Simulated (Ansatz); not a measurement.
A structure relaxed at B3LYP-D4/def2-SVP in Ansatz, charge 0, singlet:

| atom | x (Å) | y (Å) | z (Å) |
| --- | --- | --- | --- |
| Cu1 | 0.004 | -0.011 | -0.022 |
| P2 | -1.239 | 1.244 | 1.430 |
| H3 | -0.724 | 2.478 | 1.909 |
| H4 | -1.613 | 0.697 | 2.687 |
| H5 | -2.522 | 1.715 | 1.042 |
| Si6 | 1.267 | -1.274 | -1.469 |
| H7 | 1.518 | -0.627 | -2.805 |
| H8 | 0.666 | -2.611 | -1.815 |
| H9 | 2.643 | -1.610 | -0.958 |

Q: Give its formula, name or SMILES and point group.

A: Cu(PH3)(SiH3) (CuSiPH₆). Point group C3 (tolerance 0.1 Å).

Q: Summarise the bond lengths by kind (pairs closer than 1.2 times the sum of covalent radii, bridged metal pairs left out).

A: 1 × Cu–P 2.29 Å; 1 × Cu–Si 2.30 Å; 3 × H–P 1.42 Å; 3 × H–Si 1.51 Å. The metal has 2 neighbours: P 2.29 Å, Si 2.30 Å.
